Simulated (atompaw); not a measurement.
**O: from the effect back to the setting (PAW (atompaw))**

Base potential:

```
Element                 : O (Z = 8)
Generator               : atompaw 4.2.0.5
Type                    : PAW
Functional              : LDA (PW92)
Relativity              : scalar-relativistic
Frozen core             : [He]
Valence charge          : 6
Reference configuration : 2s2 2p2 (charge +2)
Partial waves           : 2s (bound); 2s channel at -2.2 Ry; 2p (bound); 2p channel at -2.7 Ry
Local potential         : troulliermartins scheme with l = 2 at -0.5 Ry, radius 1.35 bohr
Core correction         : smooth core density matched at 1.25 bohr
Augmentation charge     : sinc compensation charge, radius 1.05 bohr; PAW radius 1.35 bohr; waves and projectors: bloechl
```

Cutoffs, loose and tight: the cutoffs (Ry, on a coarse ladder) from which the occupation-weighted sum of valence levels, in a spherical-Bessel basis at the reference potential, stays within 10 and 1 mRy of its value at 400 Ry. They see the waves, projectors and local potential, not the compensation charge or the core.

Only the r_vloc is moved (1 further runs of the sweep failed or gave no value and are left out):

```json
{"r_vloc (bohr)": "0.68", "cutoff, loose": "80 Ry", "cutoff, tight": "300 Ry", "bound ghosts": "none"}
{"r_vloc (bohr)": "0.8", "cutoff, loose": "70 Ry", "cutoff, tight": "200 Ry", "bound ghosts": "none"}
{"r_vloc (bohr)": "0.86", "cutoff, loose": "70 Ry", "cutoff, tight": "180 Ry", "bound ghosts": "none"}
{"r_vloc (bohr)": "0.96", "cutoff, loose": "70 Ry", "cutoff, tight": "140 Ry", "bound ghosts": "none"}
{"r_vloc (bohr)": "1.06", "cutoff, loose": "60 Ry", "cutoff, tight": "120 Ry", "bound ghosts": "none"}
{"r_vloc (bohr)": "1.2", "cutoff, loose": "55 Ry", "cutoff, tight": "90 Ry", "bound ghosts": "none"}
{"r_vloc (bohr)": "1.3", "cutoff, loose": "50 Ry", "cutoff, tight": "80 Ry", "bound ghosts": "none"}
```

Q: One more run gave cutoff, loose: 60 Ry; cutoff, tight: 100 Ry; bound ghosts: none. Which value of the r_vloc was used?

A: 1.12 bohr. The tight cutoff moves one way along this sweep, from 300 Ry at 0.68 to 80 Ry at 1.3 bohr, which places the run between 1.06 and 1.2 bohr.
